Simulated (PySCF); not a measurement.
**A thermochemical cycle for HgC**

r²SCAN in PySCF with def2-SVPD on every atom (core potentials on Hg), for the lowest determinant that a PBE0 search found; no spin–orbit coupling. HgC, a triplet (π ↑↑), has De = 0.89 eV to neutral atoms, and HgC⁺, a doublet (π ↑), has De = 2.12 eV to Hg⁺ + C.

At the same level the Hg atom ionises at 10.34 eV.

Q: What is the adiabatic ionisation energy of the molecule, and does ionisation strengthen or weaken the bond?

A: IE = IE(Hg) + De(neutral) − De(ion) = 10.34 + 0.89 − 2.12 = 9.11 eV. De changes by +1.23 eV, so ionisation strengthens the bond.

These are scalar-relativistic numbers at best; spin–orbit coupling would shift them, the dissociation energy most. For an ion De counts to the pair picked by the measured ionisation energies or electron affinities, which need not be the lowest pair at this level. States were picked by a PBE0 search and need not be the measured ground states.
